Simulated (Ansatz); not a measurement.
System: V, charge 0, quartet.

Total energies in aug-cc-pwCVTZ-DK, 13 correlated electrons, 5 frozen orbitals. UHF or UKS for unpaired electrons; spin-orbit terms are left out. The -DK rows use spin-free X2C, correlate 3s3p of the metal (1s2s2p frozen) and give its partners the cc-pVXZ-DK valence sets. Open-shell metal atoms are single determinants, not pure terms.

| method | program | energy (Eh) | minus CCSDT(Q) (mEh) |
|---|---|---|---|
| HF | Ansatz | -948.14548 | 464.29 |
| MP2 | Ansatz | -948.57593 | 33.84 |
| CCSD | Ansatz | -948.59377 | 16.00 |
| CCSD(T) | Ansatz | -948.60845 | 1.32 |
| CCSDT(Q) | Ansatz | -948.60977 | 0.00 |

Ansatz is a program for electronic structure.
